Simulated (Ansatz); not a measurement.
Reaction (cleavage of the Si–Si bond): `[SiH3][SiH2]S` + `OCO` → `OCO[SiH2]S` + SiH₄

Calculated with Ansatz (gas phase, PBE0-D4/def2-TZVP geometries, no zero-point term in ΔE). CCSD(T)/CBS adds triple-zeta CCSD(T) − MP2 to the extrapolated MP2 energy (def2 sets, frozen cores). This one scheme is used for every species. Functionals use def2-TZVPP. B3LYP here is the variant with VWN-RPA as its local correlation; programs differ in this. One conformer a species, not always the lowest.

`[SiH3][SiH2]S`:

Z-matrix (Å, degrees):
```
Si
Si 1 2.338
H 1 1.487 2 109.5
H 1 1.486 2 110.0 3 119.9
H 1 1.486 2 110.0 3 -119.8
S 2 2.143 1 106.2 3 -179.6
H 2 1.488 1 110.6 3 60.1
H 2 1.488 1 110.6 3 -59.3
H 6 1.344 2 95.4 1 -179.6
```

`OCO`:

Z-matrix (Å, degrees):
```
C
O 1 1.397
O 1 1.396 2 112.9
H 1 1.095 2 105.2 3 -122.5
H 1 1.095 2 112.0 3 118.6
H 2 0.962 1 107.9 3 -61.7
H 3 0.962 1 107.9 2 -61.7
```

`OCO[SiH2]S`:

Z-matrix (Å, degrees):
```
C
O 1 1.399
O 1 1.397 2 112.4
H 1 1.093 2 110.3 3 -117.6
H 1 1.095 2 106.7 3 123.0
Si 2 1.650 1 122.3 3 47.6
H 3 0.962 1 108.7 2 68.9
S 6 2.131 2 113.2 1 43.0
H 6 1.478 2 105.8 1 159.4
H 6 1.482 2 110.5 1 -80.1
H 8 1.345 6 93.5 2 -76.8
```

SiH₄:

Z-matrix (Å, degrees):
```
Si
H 1 1.485
H 1 1.485 2 109.5
H 1 1.485 2 109.5 3 -120.0
H 1 1.485 2 109.5 3 120.0
```

Question: Is it downhill or uphill in electronic energy at CCSD(T)/CBS, and by how much? (Best estimate.)

Answer: The calculation gave: Downhill: ΔE = -23.6 kcal/mol.

Question: What do these levels give: PBE-D4, PBE0-D4, B3LYP-D4, ωB97M-V, B2PLYP, HF/def2-TZVPP, MP2/def2-TZVPP, CCSD/def2-TZVPP, HF/def2-QZVPP, MP2/def2-QZVPP, SCS-MP2/def2-QZVPP, MP2/CBS(def2)? (Estimate.)

Answer: The calculation gave: PBE-D4 -18.5, PBE0-D4 -19.7, B3LYP-D4 -23.9, ωB97M-V -25.0, B2PLYP -24.5, HF/def2-TZVPP -27.1, MP2/def2-TZVPP -25.9, CCSD/def2-TZVPP -24.3, HF/def2-QZVPP -27.4, MP2/def2-QZVPP -25.7, SCS-MP2/def2-QZVPP -26.1, MP2/CBS(def2) -25.4 kcal/mol.

Largest T1 diagnostic among the species: 0.012.

From PBE to PBE0 (25 % exact exchange), in def2-TZVPP and without D4, ΔE moves by −1.3 kcal/mol. The D4 term adds −1.0 kcal/mol with B3LYP and −0.6 kcal/mol with PBE0; it sums over pairs of atoms, weighted by their polarisabilities, and B3LYP, whose exchange is more repulsive, gets the larger term. In def2-TZVPP, CCSD(T) changes the Hartree–Fock value by +3.0 kcal/mol (the triples alone add +0.2 kcal/mol) and MP2 by +1.2 kcal/mol.
